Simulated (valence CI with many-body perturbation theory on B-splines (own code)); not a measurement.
Results of a calculation; reference values are marked as such.
**Pb60+: magnetic and hyperfine properties of the levels**

Method: valence CI with perturbative core correlation (CI+MBPT): four valence electrons over a frozen Dirac-Fock core [Ar], a basis of 9 s, 9 p, 10 d, 8 f, 5 g, 3 h, 1 i functions for each j, with the one-electron correlation potential Σ1, the two-electron term Σ2, the three-electron term Σ3, Breit, model QED; selected CI, second order for the rest (own B-spline code, finite nucleus).

The last digits are not significant, and no measured levels were compared; by estimate large intervals hold to a few tenths of a per cent, small ones and those within an open d or f shell to about a per cent. The list stops below the first excitations out of the core. Only levels of the ground parity were solved; by the run's estimate the other parity begins above the list, which can be wrong where configurations are misplaced.

A/g_I is the dipole constant over the nuclear g factor μ/I (μ in nuclear magnetons, uniformly magnetised nucleus), B/Q the quadrupole constant per barn. Both hold the static response of the core; the bare values leave it out. Large factors of s and p1/2 electrons are usually good to 5 to 10 %; those of open d and f shells near neutrality can be off by tens of per cent, and small factors of p3/2, d and f electrons come from cancelling terms and can be off by a factor of two or in sign, in half-filled shells by more. B is blank for J = 1/2, where it vanishes, and for nearly pure S terms. Energies count from the lowest level. Levels with J = 0 are left out.

Levels are named by their leading jj configuration (3d3/2^4 stands for four electrons in 3d with j = 3/2), which in mixed levels can hold well under half, so a name can repeat and another be missing. Letters in brackets count levels of one name in rising energy.

```
                    Level  E (cm⁻¹)      g  A/g_I (MHz)  A/g_I bare  B/Q (MHz/b)  B/Q bare
      (3d3/2^3 3d5/2) J=1    875160  1.487       -12400      -10200        26200     26300
      (3d3/2^3 3d5/2) J=4    980020  1.049        92400       92900         9920      9650
      (3d3/2^3 3d5/2) J=2   1019200  1.172        63700       64700        93700     94400
      (3d3/2^3 3d5/2) J=3   1047900  1.092        83800       84500        76400     76900
(3d3/2^2 3d5/2^2) J=2 [a]   1827400  1.314        19400       20800        46000     46300
(3d3/2^2 3d5/2^2) J=4 [a]   1852600  1.129        73900       74600       -35500    -36000
(3d3/2^2 3d5/2^2) J=3 [a]   1873400  1.184        57200       58200        14900     14900
    (3d3/2^2 3d5/2^2) J=5   1900400  1.076        83200       83700        74500     74900
    (3d3/2^2 3d5/2^2) J=6   1923800  1.059        89000       89400        95200     95800
    (3d3/2^2 3d5/2^2) J=1   1958700  1.034       101000      102000        16300     16400
(3d3/2^2 3d5/2^2) J=3 [b]   1978000  1.042        96800       97300        15200     15300
(3d3/2^2 3d5/2^2) J=4 [b]   1983800  1.024        95200       95600       -21600    -21700
(3d3/2^2 3d5/2^2) J=2 [b]   2004500  1.065        87300       87800        44200     44500
(3d3/2^2 3d5/2^2) J=2 [c]   2122900  0.953       118000      118000       -11100    -11300
(3d3/2^2 3d5/2^2) J=4 [c]   2171600  1.166        64600       65600       141000    142000
```

**Question.** Take the isotope of mass number 207, with I = 1/2, μ = 0.5906 μN. What is the hyperfine structure of (3d3/2^2 3d5/2^2) J=3 [a]?

**Answer.** From the table A = 67600 MHz. Shifts from the centre of gravity in MHz: F = 5/2: -135000, F = 7/2: 101000.
